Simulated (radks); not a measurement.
The numbers below are computed, except where a source is named.
Removal energies from the palladium ion Pd4+, [Kr] 4d(3/2: 4, 5/2: 2), by Delta-SCF beside the eigenvalue of the level emptied. Level of theory: Dirac Kohn-Sham, relativistic LDA (MacDonald-Vosko exchange, VWN5 correlation), spin-unpolarised, spherical densities, finite nucleus; Fermi nuclear charge, rms radius of each element as measured or else 0.836 A^(1/3) + 0.57 fm (a radial shooting solver on a logarithmic mesh with Libxc functionals). Sub-shells are occupied by j as written (lower j first in brackets).

removed from                                  final configuration  Delta-SCF (eV)  -eigenvalue (eV)
4d5/2                                     [Kr] 4d(3/2: 4, 5/2: 1)          65.399            57.142
4d3/2                                     [Kr] 4d(3/2: 3, 5/2: 2)          66.082            57.772
4p3/2         [Ar] 3d10 4s2 4p(1/2: 2, 3/2: 3) 4d(3/2: 4, 5/2: 2)          115.98            106.50
4p1/2         [Ar] 3d10 4s2 4p(1/2: 1, 3/2: 4) 4d(3/2: 4, 5/2: 2)          120.88            111.23
